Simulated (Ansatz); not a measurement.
```yaml
atoms:
  - { symbol: C, position_ang: [0.0000, 0.0000, -0.8122] }
  - { symbol: P, position_ang: [0.0000, 0.0000, 0.8122] }
```

Basis set: cc-pVTZ on C; cc-pV(T+d)Z on P (spherical functions). Correlated methods keep 6 orbitals frozen. Correlation on ROHF uses semicanonical orbitals with singles. Charge 0, multiplicity 2.

Computed with Ansatz (development build ahead of 0.2.0); the reference of a correlated method needn't be the lowest determinant of its kind.

The atomization energy at this shape (free ground-state atoms in the same class of orbitals less the molecule, no zero-point energy) of doublet CP:

```tsv
method	atomization energy
ROHF-CCSD(T)	115.80 kcal/mol
UHF-BCCD(T)	115.60 kcal/mol
```

(1) What does UHF-CCSD(T) give?

Results:

(1) 113.29 kcal/mol. Caution: the reference determinant was not shown to be the lowest. Caution for ROHF-CCSD(T): an unrestricted determinant lies well below; other determinants can give a lower correlated total. Caution for UHF-BCCD(T), UHF-CCSD(T): the unrestricted determinant is spin contaminated. Caution for UHF-CCSD(T): another reference gives a lower total.
